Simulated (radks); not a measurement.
The bromine anion Br-, [Kr], held by a Watson sphere: a shell of charge +1.43 at radius R that stands for the Madelung well of a crystal (potential energy -1.43/R inside, -1.43/r outside, in hartree with lengths in bohr). All-electron calculation, scalar-relativistic Kohn-Sham, LDA (Slater exchange, Perdew-Wang correlation), spin-polarised, spherical densities, finite nucleus; Fermi nuclear charge, rms radius of each element as measured or else 0.836 A^(1/3) + 0.57 fm. Program: a radial shooting solver on a logarithmic mesh with Libxc functionals. Response by self-consistent Sternheimer equations with the Hartree and adiabatic LDA kernel, the relativistic mass of each level held fixed and spin-orbit coupling left out. The sphere does not respond.

| R (bohr) | e(3d) (eV) | e(4s) (eV) | e(4p) (eV) | <r> 4p (bohr) | sum of <r^2> (bohr^2) | X-ray form factor at sin(theta)/lambda = 0.3 1/angstrom | alpha (bohr^3) |
|---|---|---|---|---|---|---|---|
| 2.93 | -68.503 | -22.841 | -11.021 | 2.169 | 47.50 | 23.791 | 26.27 |
| 2.95 | -68.469 | -22.794 | -10.979 | 2.171 | 47.58 | 23.791 | 26.46 |
| 3.37 | -67.777 | -21.884 | -10.120 | 2.212 | 49.12 | 23.800 | 30.38 |
| 4.41 | -66.203 | -20.065 | -8.316 | 2.275 | 51.74 | 23.814 | 39.69 |
| 4.42 | -66.189 | -20.050 | -8.301 | 2.276 | 51.76 | 23.814 | 39.77 |
| 4.75 | -65.751 | -19.580 | -7.827 | 2.288 | 52.31 | 23.816 | 42.40 |
| 5.05 | -65.381 | -19.190 | -7.433 | 2.296 | 52.72 | 23.817 | 44.61 |
